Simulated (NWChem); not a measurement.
System: SbF$_{2}$ cation; SMILES [F][Sb+][F]

```xyz
3

Sb     0.0000     0.0000     0.2729
F     -1.3990     0.0000    -0.9794
F      1.3990     0.0000    -0.9794
```
Atoms are numbered in this order, from 1.

Level: PBE0/def2-SVP with def2 effective core potentials on Sb (NWChem), optimised geometry, unscaled harmonic frequencies. def2 effective core potentials on Sb; no spin-orbit coupling.

**Question.** List the harmonic frequencies with IR intensities, and the thermochemistry.

**Answer.** 
```csv
frequency (cm⁻¹),IR intensity (km/mol)
215,13.7
725,64.3
728,41.4
```

```json
{
  "zero_point_energy": "2.4 kcal/mol",
  "thermal correction to the enthalpy at 298.15 K (with zero-point energy)": "5.2 kcal/mol",
  "heat capacity Cv": "9.3 cal/(mol K)",
  "entropy at 298.15 K and 1 atm (symmetry number 2)": "66.7 cal/(mol K)"
}
```

Rigid rotor and harmonic oscillator.
